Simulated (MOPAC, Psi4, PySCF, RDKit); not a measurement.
Torsional profile of CH7BrSi2, SMILES [SiH3][SiH2]CBr. Scanned: dihedral Si1–Si2–C3–Br4; all other coordinates were relaxed at B3LYP-D3(BJ)/def2-SVP. Points at φ and −φ are mirror images. Heavy atoms are numbered in the order of the SMILES [SiH3][SiH2]CBr, hydrogens after them in the order of the atoms that carry them; the mirror image has the same energies with the sign of each dihedral reversed.

RKS-B3LYP/LANL2DZ = PySCF with restricted B3LYP/LANL2DZ, with its core potentials past Ne // B3LYP-D3(BJ)/def2-SVP; MMFF94 // B3LYP-D3(BJ)/def2-SVP (RDKit); AM1, restricted, heats of formation // B3LYP-D3(BJ)/def2-SVP (MOPAC); MP2/cc-pVTZ = DF-MP2 (frozen core)/cc-pVTZ // B3LYP-D3(BJ)/def2-SVP run with Psi4.

Energies relative to the lowest point of each profile, in eV; the last columns give the difference from MP2:

```json
[
 {"φ / °": "-150", "RKS-B3LYP/LANL2DZ": "0.045", "MMFF94": "0.054", "AM1": "0.035", "MP2/cc-pVTZ": "0.077", "RKS-B3LYP/LANL2DZ − MP2/cc-pVTZ": "-0.032", "MMFF94 − MP2/cc-pVTZ": "-0.023", "AM1 − MP2/cc-pVTZ": "-0.042"},
 {"φ / °": "-120", "RKS-B3LYP/LANL2DZ": "0.096", "MMFF94": "0.111", "AM1": "0.059", "MP2/cc-pVTZ": "0.134", "RKS-B3LYP/LANL2DZ − MP2/cc-pVTZ": "-0.038", "MMFF94 − MP2/cc-pVTZ": "-0.023", "AM1 − MP2/cc-pVTZ": "-0.075"},
 {"φ / °": "-90", "RKS-B3LYP/LANL2DZ": "0.054", "MMFF94": "0.041", "AM1": "0.035", "MP2/cc-pVTZ": "0.066", "RKS-B3LYP/LANL2DZ − MP2/cc-pVTZ": "-0.012", "MMFF94 − MP2/cc-pVTZ": "-0.025", "AM1 − MP2/cc-pVTZ": "-0.031"},
 {"φ / °": "-60", "RKS-B3LYP/LANL2DZ": "0.016", "MMFF94": "0.018", "AM1": "0.002", "MP2/cc-pVTZ": "0.000", "RKS-B3LYP/LANL2DZ − MP2/cc-pVTZ": "0.016", "MMFF94 − MP2/cc-pVTZ": "0.018", "AM1 − MP2/cc-pVTZ": "0.002"},
 {"φ / °": "-30", "RKS-B3LYP/LANL2DZ": "0.054", "MMFF94": "0.138", "AM1": "0.000", "MP2/cc-pVTZ": "0.043", "RKS-B3LYP/LANL2DZ − MP2/cc-pVTZ": "0.011", "MMFF94 − MP2/cc-pVTZ": "0.095", "AM1 − MP2/cc-pVTZ": "-0.043"},
 {"φ / °": "0", "RKS-B3LYP/LANL2DZ": "0.089", "MMFF94": "0.220", "AM1": "0.012", "MP2/cc-pVTZ": "0.094", "RKS-B3LYP/LANL2DZ − MP2/cc-pVTZ": "-0.004", "MMFF94 − MP2/cc-pVTZ": "0.126", "AM1 − MP2/cc-pVTZ": "-0.082"},
 {"φ / °": "30", "RKS-B3LYP/LANL2DZ": "0.054", "MMFF94": "0.138", "AM1": "0.000", "MP2/cc-pVTZ": "0.043", "RKS-B3LYP/LANL2DZ − MP2/cc-pVTZ": "0.011", "MMFF94 − MP2/cc-pVTZ": "0.095", "AM1 − MP2/cc-pVTZ": "-0.043"},
 {"φ / °": "60", "RKS-B3LYP/LANL2DZ": "0.016", "MMFF94": "0.018", "AM1": "0.002", "MP2/cc-pVTZ": "0.000", "RKS-B3LYP/LANL2DZ − MP2/cc-pVTZ": "0.016", "MMFF94 − MP2/cc-pVTZ": "0.018", "AM1 − MP2/cc-pVTZ": "0.002"},
 {"φ / °": "90", "RKS-B3LYP/LANL2DZ": "0.054", "MMFF94": "0.041", "AM1": "0.035", "MP2/cc-pVTZ": "0.066", "RKS-B3LYP/LANL2DZ − MP2/cc-pVTZ": "-0.012", "MMFF94 − MP2/cc-pVTZ": "-0.025", "AM1 − MP2/cc-pVTZ": "-0.031"},
 {"φ / °": "120", "RKS-B3LYP/LANL2DZ": "0.096", "MMFF94": "0.111", "AM1": "0.059", "MP2/cc-pVTZ": "0.134", "RKS-B3LYP/LANL2DZ − MP2/cc-pVTZ": "-0.038", "MMFF94 − MP2/cc-pVTZ": "-0.023", "AM1 − MP2/cc-pVTZ": "-0.075"},
 {"φ / °": "150", "RKS-B3LYP/LANL2DZ": "0.045", "MMFF94": "0.054", "AM1": "0.035", "MP2/cc-pVTZ": "0.077", "RKS-B3LYP/LANL2DZ − MP2/cc-pVTZ": "-0.032", "MMFF94 − MP2/cc-pVTZ": "-0.023", "AM1 − MP2/cc-pVTZ": "-0.042"},
 {"φ / °": "180", "RKS-B3LYP/LANL2DZ": "0.000", "MMFF94": "0.000", "AM1": "0.007", "MP2/cc-pVTZ": "0.022", "RKS-B3LYP/LANL2DZ − MP2/cc-pVTZ": "-0.022", "MMFF94 − MP2/cc-pVTZ": "-0.022", "AM1 − MP2/cc-pVTZ": "-0.015"}
]
```

RKS-B3LYP/LANL2DZ is furthest from MP2/cc-pVTZ at -120 (-0.038 eV, below); its mean absolute difference over the points is 0.020 eV.

MMFF94 is furthest from MP2/cc-pVTZ at 0 (0.126 eV, above); its mean absolute difference over the points is 0.043 eV.

AM1 is furthest from MP2/cc-pVTZ at 0 (-0.082 eV, below); its mean absolute difference over the points is 0.040 eV.

MMFF94 has few fitted parameters for silicon.
